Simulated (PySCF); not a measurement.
**Two-component Hartree-Fock for Bi(42+) (bismuth, charge +42)**

Start: [Kr] 4d5; 4d3/2 filled at m_j = -3/2, -1/2, +1/2, +3/2; 4d5/2 filled at m_j = +5/2. Calculated with PySCF 2.14 in an even-tempered Gaussian basis (16 s from 5.3 bohr⁻², ratio 2.8; 14 p from 6.9 bohr⁻², ratio 2.8; 9 d from 6.9 bohr⁻², ratio 2.8; 3 f from 27 bohr⁻², ratio 3): generalised Hartree-Fock with the X2C-1e Hamiltonian and a Gaussian nucleus; one run each with spin-orbit coupling (SO) switched off, then screened by Boettger's factors.

```json
{"spinor shell": "1s1/2", "electrons": "2", "ε, spin-free (eV)": "-92986.2", "ε, screened SO (eV)": "-92941.9", "weight of nominal j (screened SO)": "1.000", "rms radius, screened SO (bohr)": "0.0178"}
{"spinor shell": "2s1/2", "electrons": "2", "ε, spin-free (eV)": "-18458.8", "ε, screened SO (eV)": "-18443.3", "weight of nominal j (screened SO)": "1.000", "rms radius, screened SO (bohr)": "0.0719"}
{"spinor shell": "2p1/2", "electrons": "2", "ε, spin-free (eV)": "-16093.0", "ε, screened SO (eV)": "-17776.4", "weight of nominal j (screened SO)": "1.000", "rms radius, screened SO (bohr)": "0.0607"}
{"spinor shell": "2p3/2", "electrons": "4", "ε, spin-free (eV)": "-16093.0", "ε, screened SO (eV)": "-15446.3", "weight of nominal j (screened SO)": "1.000", "rms radius, screened SO (bohr)": "0.0691"}
{"spinor shell": "3s1/2", "electrons": "2", "ε, spin-free (eV)": "-5954.7", "ε, screened SO (eV)": "-5948.7", "weight of nominal j (screened SO)": "1.000", "rms radius, screened SO (bohr)": "0.181"}
{"spinor shell": "3p1/2", "electrons": "2", "ε, spin-free (eV)": "-5263.4", "ε, screened SO (eV)": "-5651.1", "weight of nominal j (screened SO)": "1.000", "rms radius, screened SO (bohr)": "0.173"}
{"spinor shell": "3p3/2", "electrons": "4", "ε, spin-free (eV)": "-5263.4", "ε, screened SO (eV)": "-5108.9", "weight of nominal j (screened SO)": "1.000", "rms radius, screened SO (bohr)": "0.189"}
{"spinor shell": "3d3/2", "electrons": "4", "ε, spin-free (eV)": "-4568.2", "ε, screened SO (eV)": "-4637.4", "weight of nominal j (screened SO)": "1.000", "rms radius, screened SO (bohr)": "0.165"}
{"spinor shell": "3d5/2", "electrons": "6", "ε, spin-free (eV)": "-4568.2", "ε, screened SO (eV)": "-4516.2", "weight of nominal j (screened SO)": "1.000", "rms radius, screened SO (bohr)": "0.169"}
{"spinor shell": "4s1/2", "electrons": "2", "ε, spin-free (eV)": "-2629.4", "ε, screened SO (eV)": "-2626.9", "weight of nominal j (screened SO)": "1.000", "rms radius, screened SO (bohr)": "0.378"}
{"spinor shell": "4p1/2", "electrons": "2", "ε, spin-free (eV)": "-2371.2", "ε, screened SO (eV)": "-2503.1", "weight of nominal j (screened SO)": "0.999", "rms radius, screened SO (bohr)": "0.377"}
{"spinor shell": "4d3/2", "electrons": "4", "ε, spin-free (eV)": "-2116.8", "ε, screened SO (eV)": "-2128.8", "weight of nominal j (screened SO)": "0.994", "rms radius, screened SO (bohr)": "0.389"}
{"spinor shell": "4d5/2", "electrons": "1", "ε, spin-free (eV)": "-2116.8", "ε, screened SO (eV)": "-2092.5", "weight of nominal j (screened SO)": "1.000", "rms radius, screened SO (bohr)": "0.396"}
```

Q: Where does 4p3/2 lie, and what is the 4p spin-orbit splitting (screened SO)?

A: At -2317.0 eV, 186.10 eV above 4p1/2.

| quantity | spin-free | screened SO |
| --- | --- | --- |
| E (hartree) | -20381.21186 | -20424.45876 |
| M_J | 5/2 | 5/2 |
| ⟨J²⟩ | 8.750 | 8.753 |
| ⟨L²⟩ | 0.000 | 6.452 |
| ⟨S²⟩ | 8.750 | 2.879 |

Each row is a mean over spinors that exchange with the open shell spreads, by up to 19.021 eV (4p3/2).

Breit and QED terms are absent; they matter most for the inner s and p1/2 levels.

Densities and radii are taken from the X2C orbitals without a picture-change correction, which distorts them close to the nucleus.

Without spin-orbit coupling the j labels of p, d and f shells carry no meaning; the spin-free column gives the mean over the occupied spinors of each nl shell.
